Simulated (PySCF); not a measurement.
Ti(Me)2(H)2 (C2H8Ti), SMILES [CH3][TiH2][CH3], multiplicity 1. Coordinates come from a B3LYP-D3(BJ)/def2-SVP optimisation. The spin state was assumed, not searched. The structure was generated by enumeration; whether it is a known compound was not checked.

Computed equilibrium geometry at B3LYP-D3(BJ)/def2-SVP (PySCF confirms it by a frequency run) as a Z-matrix, and its point group:
point group C2v.
```
Ti
H 1 1.7077
H 1 1.7077 2 110.49
C 1 2.0364 2 108.67 3 -119.15
H 4 1.1023 1 114.07 2 -119.86
H 4 1.1068 5 110.07 1 -119.68
H 4 1.1068 5 110.07 6 -120.63
C 1 2.0364 2 108.67 3 119.15
H 8 1.1023 1 114.07 2 119.86
H 8 1.1068 9 110.07 1 -119.68
H 8 1.1068 9 110.07 10 -120.63
```
